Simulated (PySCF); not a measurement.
## PySCF run on BeSi⁺

File input.py (PySCF 2.14):

```python
from pyscf import gto, dft

mol = gto.M(
    atom='Be 0 0 0; Si 0 0 2.175',
    basis='def2-svpd',
    charge=1,
    spin=3,
    verbose=4,
)
mf = dft.UKS(mol, xc='lda,vwn')
mf.kernel()
mf.analyze()
print('orbital energies (hartree):', [e[max(0, n-3):n+3].round(4) for e, n in zip(mf.mo_energy, mol.nelec)])
```

```bash
$ OMP_NUM_THREADS=1 python input.py
```

It prints (some set-up lines and the per-cycle HOMO/LUMO lines with their warnings removed):

```
PySCF version 2.14.0

[INPUT] verbose = 4
[INPUT] num. atoms = 2
[INPUT] num. electrons = 17
[INPUT] charge = 1
[INPUT] spin (= nelec alpha-beta = 2S) = 3
[INPUT] symmetry False subgroup None
[INPUT] Mole.unit = angstrom
[INPUT] Symbol           X                Y                Z      unit          X                Y                Z       unit  Magmom
[INPUT]  1 Be     0.000000000000   0.000000000000   0.000000000000 AA    0.000000000000   0.000000000000   0.000000000000 Bohr   0.0
[INPUT]  2 Si     0.000000000000   0.000000000000   2.175000000000 AA    0.000000000000   0.000000000000   4.110154320929 Bohr   0.0

nuclear repulsion = 13.6247925570207
number of shells = 16
number of NR pGTOs = 64
number of NR cGTOs = 36
basis = def2-svpd
ecp = {}

******** <class 'pyscf.dft.uks.UKS'> ********
method = UKS
initial guess = minao
damping factor = 0
level_shift factor = 0
DIIS = <class 'pyscf.scf.diis.CDIIS'>
diis_start_cycle = 1
diis_space = 8
diis_damp = 0
SCF conv_tol = 1e-09
SCF conv_tol_grad = None
SCF max_cycles = 50
direct_scf = True
direct_scf_tol = 1e-13
number electrons alpha = 10  beta = 7
XC library pyscf.dft.libxc version 7.0.0
    S. Lehtola, C. Steigemann, M. J.T. Oliveira, and M. A.L. Marques.,  SoftwareX 7, 1–5 (2018)
XC functionals = lda,vwn
    P. A. M. Dirac.,  Math. Proc. Cambridge Philos. Soc. 26, 376 (1930)
    F. Bloch.,  Z. Phys. 57, 545 (1929)
    S. H. Vosko, L. Wilk, and M. Nusair.,  Can. J. Phys. 58, 1200 (1980)
radial grids:
    Treutler-Ahlrichs [JCP 102, 346 (1995); DOI:10.1063/1.469408] (M4) radial grids

becke partition: Becke, JCP 88, 2547 (1988); DOI:10.1063/1.454033
pruning grids: <function nwchem_prune>
grids dens level: 3
symmetrized grids: False
atomic radii adjust function: <function treutler_atomic_radii_adjust>
small_rho_cutoff = 0
Set gradient conv threshold to 3.16228e-05
tot grids = 32904
init E= -302.645392680887

cycle= 1 E= -302.281372710554  delta_E= 0.364  |g|= 0.118  |ddm|= 1.39

cycle= 2 E= -302.286398834639  delta_E= -0.00503  |g|= 0.0998  |ddm|= 0.75

cycle= 3 E= -302.277908648724  delta_E= 0.00849  |g|= 0.127  |ddm|= 0.492

cycle= 4 E= -302.300775045611  delta_E= -0.0229  |g|= 0.00674  |ddm|= 0.298

cycle= 5 E= -302.300832727896  delta_E= -5.77e-05  |g|= 0.00104  |ddm|= 0.0138

cycle= 6 E= -302.300833905661  delta_E= -1.18e-06  |g|= 0.000452  |ddm|= 0.00265

cycle= 7 E= -302.300834177614  delta_E= -2.72e-07  |g|= 1.23e-05  |ddm|= 0.00106

cycle= 8 E= -302.300834177994  delta_E= -3.81e-10  |g|= 2.34e-06  |ddm|= 6.13e-05

Extra cycle  E= -302.300834178005  delta_E= -1.03e-11  |g|= 2.31e-06  |ddm|= 1.36e-05
converged SCF energy = -302.300834178005  <S^2> = 3.7505306  2S+1 = 4.0002653
**** SCF Summaries ****
Total Energy =                        -302.300834178004550
Nuclear Repulsion Energy =              13.624792557020692
One-electron Energy =                 -442.146711919850190
Two-electron Energy =                  126.221085184824986
Two-electron Coulomb Energy =          148.229690198997048
DFT Exchange-Correlation Energy =      -22.008605014172062
**** MO energy ****
                             alpha | beta                alpha | beta
MO #1   energy= -65.3885460193654  | -65.3818400165945  occ= 1 | 1
MO #2   energy= -5.30455126859786  | -5.2960359217596   occ= 1 | 1
MO #3   energy= -4.1692020944561   | -4.15466807652421  occ= 1 | 1
MO #4   energy= -3.75089428173169  | -3.74160057250986  occ= 1 | 1
MO #5   energy= -3.74925839044267  | -3.73849520102387  occ= 1 | 1
MO #6   energy= -3.74925839044267  | -3.73849520102386  occ= 1 | 1
MO #7   energy= -0.674012689185003 | -0.610676743912759 occ= 1 | 1
MO #8   energy= -0.489754069883996 | -0.422462016778149 occ= 1 | 0
MO #9   energy= -0.410253542302385 | -0.347895639127811 occ= 1 | 0
MO #10  energy= -0.410253542302384 | -0.347895639127811 occ= 1 | 0
MO #11  energy= -0.388152328322725 | -0.335850107245656 occ= 0 | 0
MO #12  energy= -0.303033462043199 | -0.239843187248269 occ= 0 | 0
MO #13  energy= -0.303033462043195 | -0.239843187248266 occ= 0 | 0
[23 lines left out]

To work with the spin densities directly, `use mulliken_meta_spin()` only printing them here.

 ** Mulliken spin pop alpha/beta on meta-lowdin orthogonal AOs **
 ** Mulliken Spin Density (per AO)  **
 ** Mulliken Spin Density (per atom)  **
spin density of  0 Be =      0.67960
spin density of  1 Si =      2.32040
 ** Mulliken pop alpha/beta on meta-lowdin orthogonal AOs **
 ** Mulliken pop       alpha | beta **
pop of  0 Be 1s        0.99977 | 0.99972
pop of  0 Be 2s        0.44804 | 0.11556
pop of  0 Be 3s        0.01037 | 0.00307
pop of  0 Be 2px       0.15262 | 0.00000
pop of  0 Be 2py       0.15262 | 0.00000
pop of  0 Be 2pz       0.01460 | 0.00835
pop of  0 Be 3px       0.01266 | 0.00000
pop of  0 Be 3py       0.01266 | 0.00000
pop of  0 Be 3pz       0.00714 | 0.00446
pop of  0 Be 4px       0.00000 | 0.00000
pop of  0 Be 4py       0.00000 | 0.00000
pop of  0 Be 4pz       0.00035 | 0.00007
[24 lines left out]
In total            10.00000 | 7.00000
 ** Mulliken atomic charges   ( Nelec_alpha | Nelec_beta ) **
charge of  0Be =      1.05794  (     1.81083      1.13123 )
charge of  1Si =     -0.05794  (     8.18917      5.86877 )

WARN: System has nonzero charge 1; the dipole moment is origin-dependent.
Location of origin: [0. 0. 0.]

Dipole moment(X, Y, Z, Debye): -0.00000,  0.00000,  3.43692
orbital energies (hartree): [array([-0.4898, -0.4103, -0.4103, -0.3882, -0.303 , -0.303 ]), array([-3.7385, -3.7385, -0.6107, -0.4225, -0.3479, -0.3479])]
```

In short: E(SCF) = -302.300834 Eh, 8 cycles, ⟨S²⟩ = 3.751.

It ran on Arm Neoverse V1 (1 thread, shared host) in 1.7 s, peak memory 0.13 GiB.

At this level a UKS run with spin=1 ends 0.81 eV lower; the true order of the states can differ. The bond length is a typed value, not an optimised one. The dipole of an ion depends on the origin. No search for the lowest solution was made.
